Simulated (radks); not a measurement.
Ionisation of neutral scandium, [Ar] 3d1 4s2, to [Ar] 3d1 4s1 as the strength of local exchange is varied. Calculated with a radial shooting solver on a logarithmic mesh with Libxc functionals: non-relativistic Kohn-Sham, Slater X-alpha exchange (alpha = 2/3 is LDA exchange), no correlation, spin-polarised, spherical densities, point nucleus; open shells are filled with parallel spins first.

alpha  E(Sc) (hartree)  exchange (hartree)  IE (eV)  -e of the level emptied (eV)  <r> of it (bohr)
0.603       -753.65386           -31.70740    5.143                    2.922 (4s)             3.966
0.667       -757.02591           -35.21330    5.393                    3.188 (4s)             3.901
0.668       -757.07870           -35.26829    5.397                    3.192 (4s)             3.900
0.679       -757.65967           -35.87358    5.441                    3.240 (4s)             3.889
0.813       -764.76865           -43.30900    6.005                    3.851 (4s)             3.753
0.922       -770.59442           -49.44133    6.494                    4.392 (4s)             3.646
1.045       -777.21459           -56.45156    7.078                    5.043 (4s)             3.531

NIST Atomic Spectra Database: 6.561 eV (measured). The Delta-SCF value meets it near alpha = 0.94. Open shells are spherical and high-spin; term and fine-structure splittings are not resolved.
